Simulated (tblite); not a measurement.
Species: C₇H₁₁S (doublet state).
SMILES with atom numbers: `[CH:1]#[C:2][C@H:3]([S:4])[CH2:5][CH:6]([CH3:7])[CH3:8]` (hydrogens: H9 on C1; H10 on C3; H11, H12 on C5; H13 on C6; H14, H15, H16 on C7; H17, H18, H19 on C8)
Bond orders are those of one Lewis drawing.

Computed with GFN2-xTB (tblite), gas phase: L-BFGS steps from a force-field or distance-geometry start until the largest atomic force falls under 0.01 eV/Å.

Step 3: E = -645.9243 eV
```
atom  x, y, z in Å  |  force x, y, z in eV/Å
C1      3.1902    0.6656    0.6339   -0.085  -0.107  -0.064
C2      2.3501   -0.1583    0.4037   -0.109   0.181   0.094
C3      1.3498   -1.1579    0.1122   -0.219  -0.043  -0.020
S4      2.2032   -2.4747   -0.8329   -0.165   0.032   0.182
C5      0.1707   -0.6223   -0.7240   -0.005   0.119   0.152
C6     -0.6649    0.4630   -0.0197   -0.121   0.046  -0.070
C7     -1.3578   -0.0522    1.2456    0.142   0.010  -0.189
C8     -1.7119    1.0072   -1.0040    0.190  -0.046   0.149
H9      3.9251    1.3871    0.8311    0.010   0.003   0.009
H10     0.9695   -1.5947    1.0529    0.214  -0.030  -0.302
H11    -0.4843   -1.4501   -1.0053    0.045  -0.079   0.130
H12     0.5749   -0.2118   -1.6482    0.063   0.104  -0.080
H13    -0.0087    1.2934    0.2625    0.089  -0.051  -0.006
H14    -1.9566   -0.9295    1.0229   -0.051  -0.072  -0.020
H15    -0.6326   -0.3053    2.0102    0.098  -0.070   0.078
H16    -2.0075    0.7118    1.6590   -0.066   0.078  -0.029
H17    -2.2851    1.8028   -0.5375   -0.018   0.033   0.030
H18    -1.2344    1.4094   -1.8929    0.038   0.001  -0.028
H19    -2.3996    0.2256   -1.3070   -0.048  -0.109  -0.017
```

Step 4: E = -645.9347 eV
```
atom  x, y, z in Å  |  force x, y, z in eV/Å
C1      3.1885    0.6630    0.6321    0.163   0.149   0.011
C2      2.3459   -0.1550    0.4072   -0.350  -0.063  -0.006
C3      1.3450   -1.1535    0.1097   -0.047   0.004  -0.043
S4      2.1977   -2.4733   -0.8262   -0.124  -0.002   0.115
C5      0.1692   -0.6183   -0.7216   -0.016   0.037  -0.017
C6     -0.6676    0.4640   -0.0201    0.064   0.062  -0.020
C7     -1.3551   -0.0526    1.2431    0.030   0.008  -0.040
C8     -1.7086    1.0061   -1.0017   -0.003  -0.017   0.011
H9      3.9226    1.3848    0.8305    0.017   0.005   0.012
H10     0.9768   -1.5964    1.0435    0.092  -0.081  -0.106
H11    -0.4820   -1.4518   -1.0008    0.045  -0.028   0.114
H12     0.5771   -0.2100   -1.6483    0.009   0.083  -0.022
H13    -0.0057    1.2916    0.2621    0.048  -0.050  -0.005
H14    -1.9573   -0.9300    1.0225   -0.017  -0.044  -0.019
H15    -0.6306   -0.3069    2.0111    0.054  -0.046   0.017
H16    -2.0079    0.7125    1.6566   -0.012   0.022  -0.041
H17    -2.2843    1.8023   -0.5372   -0.007   0.019   0.023
H18    -1.2337    1.4093   -1.8929    0.033  -0.017   0.004
H19    -2.3999    0.2237   -1.3069    0.019  -0.041   0.014
```

Problem. Estimate the geometry and energy of step 5. (The exact step hangs on the optimiser's Hessian estimate; all steps are aligned on step 4, rigid shifts and turns removed.)

Solution. E = -645.9400 eV, largest force 0.246 eV/Å
```
atom  x, y, z in Å  |  force x, y, z in eV/Å
C1      3.1878    0.6612    0.6302    0.116   0.119   0.008
C2      2.3383   -0.1516    0.4107   -0.245   0.014  -0.018
C3      1.3410   -1.1484    0.1062    0.037  -0.009  -0.027
S4      2.1909   -2.4723   -0.8187   -0.067  -0.051   0.032
C5      0.1674   -0.6143   -0.7211   -0.002  -0.024  -0.095
C6     -0.6680    0.4655   -0.0203    0.105   0.034  -0.002
C7     -1.3530   -0.0532    1.2417   -0.023  -0.002   0.028
C8     -1.7071    1.0052   -1.0006   -0.076   0.009  -0.042
H9      3.9207    1.3828    0.8302    0.038   0.022   0.019
H10     0.9842   -1.5997    1.0345   -0.018  -0.106   0.043
H11    -0.4790   -1.4534   -0.9949    0.018  -0.002   0.075
H12     0.5789   -0.2074   -1.6480   -0.034   0.069  -0.011
H13    -0.0022    1.2893    0.2616    0.037  -0.013   0.006
H14    -1.9577   -0.9307    1.0218    0.016  -0.014  -0.018
H15    -0.6284   -0.3088    2.0114    0.016  -0.026  -0.024
H16    -2.0079    0.7128    1.6535    0.016  -0.006  -0.033
H17    -2.2833    1.8018   -0.5367   -0.011   0.017   0.017
H18    -1.2327    1.4088   -1.8925    0.027  -0.023   0.013
H19    -2.3994    0.2218   -1.3063    0.050  -0.009   0.028
```

The energy changes by -0.0053 eV. The first-order estimate −F·Δx gives -0.0082 eV and the mean of the old and new forces, exact on a quadratic surface, -0.0053 eV. The step makes an angle of 49° with the force vector and moves no atom by more than 0.012 Å.

What follows is the cost of the whole relaxation. On one thread, Arm Neoverse V1 (aarch64), no GPU, shared host with 32 logical CPUs at a one-minute load of 46, this took 0.55 s of wall time.
